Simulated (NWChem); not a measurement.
Molecule: silole (C$_{4}$H$_{6}$Si); SMILES C1=CC=C[SiH2]1

```xyz
11

C      0.0000     0.7405     1.3015
C      0.0000     1.3553     0.0998
Si     0.0000     0.0000    -1.1948
C      0.0000    -1.3553     0.0998
C      0.0000    -0.7405     1.3015
H      0.0000     1.2805     2.2554
H      0.0000     2.4423    -0.0021
H      1.2109     0.0000    -2.0732
H     -1.2109     0.0000    -2.0732
H      0.0000    -2.4423    -0.0021
H      0.0000    -1.2805     2.2554
```
Atoms are numbered in this order, from 1.

All runs: NWChem. Coordinates come from a PBE0/def2-SVP optimisation. Level: PBE0/def2-SVP with SMD (1 M gas to 1 M solution), gas-phase geometry. Reactions with the solvent are ignored.

For solvent toluene:

solvation free energy (kcal/mol): -2.5
cavity-dispersion-structure term (kcal/mol): -1.2
dipole in solution (D): 0.71

Question: What are these values for solvent water?

Answer: 
| Quantity | Result |
|---|---|
| solvation free energy (kcal/mol) | 1.6 |
| cavity-dispersion-structure term (kcal/mol) | 3.9 |
| dipole in solution (D) | 0.83 |
